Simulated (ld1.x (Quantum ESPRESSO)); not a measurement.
# Reading a pseudo-wave (cobalt)

Columns: radius, all-electron u(r) and pseudo u(r) of the 3d shell (level -6.04 eV) of cobalt in the configuration [Ne] 3s2 3p6 3d7.5 4s1.5 4p0; PBE, scalar-relativistic, PAW scheme, ld1.x (Quantum ESPRESSO) 7.5.

```json
{"r (bohr)": "0.070", "all-electron": "0.0343", "pseudo": "0.0013"}
{"r (bohr)": "0.140", "all-electron": "0.1618", "pseudo": "0.0098"}
{"r (bohr)": "0.210", "all-electron": "0.3378", "pseudo": "0.0318"}
{"r (bohr)": "0.280", "all-electron": "0.5140", "pseudo": "0.0715"}
{"r (bohr)": "0.350", "all-electron": "0.6639", "pseudo": "0.1304"}
{"r (bohr)": "0.420", "all-electron": "0.7787", "pseudo": "0.2072"}
{"r (bohr)": "0.490", "all-electron": "0.8584", "pseudo": "0.2978"}
{"r (bohr)": "0.560", "all-electron": "0.9066", "pseudo": "0.3962"}
{"r (bohr)": "0.630", "all-electron": "0.9288", "pseudo": "0.4948"}
{"r (bohr)": "0.700", "all-electron": "0.9310", "pseudo": "0.5863"}
{"r (bohr)": "0.770", "all-electron": "0.9186", "pseudo": "0.6638"}
{"r (bohr)": "0.840", "all-electron": "0.8960", "pseudo": "0.7223"}
{"r (bohr)": "0.910", "all-electron": "0.8668", "pseudo": "0.7593"}
{"r (bohr)": "0.980", "all-electron": "0.8335", "pseudo": "0.7747"}
{"r (bohr)": "1.050", "all-electron": "0.7978", "pseudo": "0.7707"}
{"r (bohr)": "1.120", "all-electron": "0.7612", "pseudo": "0.7517"}
{"r (bohr)": "1.190", "all-electron": "0.7245", "pseudo": "0.7226"}
{"r (bohr)": "1.260", "all-electron": "0.6884", "pseudo": "0.6885"}
{"r (bohr)": "1.330", "all-electron": "0.6533", "pseudo": "0.6534"}
{"r (bohr)": "1.400", "all-electron": "0.6195", "pseudo": "0.6195"}
{"r (bohr)": "1.470", "all-electron": "0.5871", "pseudo": "0.5871"}
{"r (bohr)": "1.540", "all-electron": "0.5562", "pseudo": "0.5562"}
{"r (bohr)": "1.610", "all-electron": "0.5269", "pseudo": "0.5269"}
{"r (bohr)": "1.680", "all-electron": "0.4990", "pseudo": "0.4990"}
{"r (bohr)": "1.750", "all-electron": "0.4727", "pseudo": "0.4727"}
{"r (bohr)": "1.820", "all-electron": "0.4478", "pseudo": "0.4478"}
```

(1) How many radial nodes do the two functions have?

(2) At about which radius was the pseudo-wave matched?

(3) Where does each function peak?

(4) Is the pseudo-wave norm-conserving?

Results:

(1) The all-electron 3d function has n − l − 1 = 0; the pseudo-wave has 0.

(2) 1.40 bohr. The columns agree to 0.0005 from 1.26 bohr on; several derivatives are matched, so the curves merge somewhat inside the radius.

(3) Outermost all-electron maximum near 0.70 bohr, pseudo maximum near 0.98 bohr (to the table’s step).

(4) No, it belongs to a PAW set: the norm inside the radius is not constrained, and the difference is carried by the augmentation charge.
